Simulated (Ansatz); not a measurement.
Basis-set extrapolation for H8N2O3Si2 (`N[SiH](O)[Si](N)(O)O`) (PBE0-D4/def2-TZVP geometry, frozen core, Ansatz). Multiplicity 1, RHF reference.

```csv
,def2-TZVPP,def2-QZVPP
HF,-916.425713,-916.461438
MP2 correlation,-1.386515,-1.497192
CCSD(T) correlation,-1.476009,not run
```

Energies in hartree. Use E(X) = E(∞) + A·exp(−7.88·√X) for Hartree–Fock and E(X) = E(∞) + B·X^(−2.97) for correlation, with X = 3 and 4, and add CCSD(T) minus MP2 of the smaller set to the MP2 limit.

Question: What is the CCSD(T) energy at the basis-set limit?

Answer: HF limit: -916.461438 + (-0.035725) × 0.13774 = -916.46636. MP2 limit: -1.497192 + (-0.110677) × 0.74074 = -1.57917. Higher-order term: -1.476009 − (-1.386515) = -0.08949. Total: -918.13502 hartree, 612.5 kJ/mol below CCSD(T)/def2-TZVPP.
